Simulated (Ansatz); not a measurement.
In(Cl)2(Me) (CH3Cl2In), SMILES [Cl][In]([CH3])[Cl]. Atoms are numbered in the order given.

```xyz
7

In    -0.1841     0.1795    -0.1394
Cl     1.9982    -0.3606    -0.8709
Cl    -0.7225    -0.9258     1.8799
C     -1.5177     1.5126    -1.1871
H     -2.4365     1.6361    -0.6000
H     -1.7431     1.0727    -2.1683
H     -1.0098     2.4774    -1.3208
```
Charge 0, spin multiplicity 1.

Geometry: B3LYP-D3(BJ)/def2-SVP. The structure was generated by enumeration; whether it is a known compound was not checked. The def2 effective core potentials stand for the cores of In; spin–orbit coupling is left out.

Two levels are set side by side: PBE-D3(BJ)/def2-SVP (Ansatz, a program for electronic structure) and B3LYP-D3(BJ)/def2-SVP (Ansatz). Each level has its own optimised geometry; the coordinates shown are those of the second. Differences are taken from unrounded values.

```csv
quantity,B3LYP-D3(BJ)
mean bond length (Å),1.697
bond In1–Cl2 (Å),2.364
bond In1–Cl3 (Å),2.364
bond In1–C4 (Å),2.157
bond C4–H5 (Å),1.097
bond C4–H6 (Å),1.099
bond C4–H7 (Å),1.098
```

Q: What does PBE-D3(BJ) give, and how far is it from B3LYP-D3(BJ)? (Estimate from the structure and the level; the computed values follow.)

A: 
```tsv
quantity	PBE-D3(BJ)	PBE-D3(BJ) minus B3LYP-D3(BJ)
mean bond length (Å)	1.702	0.005
bond In1–Cl2 (Å)	2.368	0.004
bond In1–Cl3 (Å)	2.368	0.004
bond In1–C4 (Å)	2.157	0.000
bond C4–H5 (Å)	1.105	0.007
bond C4–H6 (Å)	1.106	0.007
bond C4–H7 (Å)	1.106	0.007
```

On these quantities the two levels nearly agree.
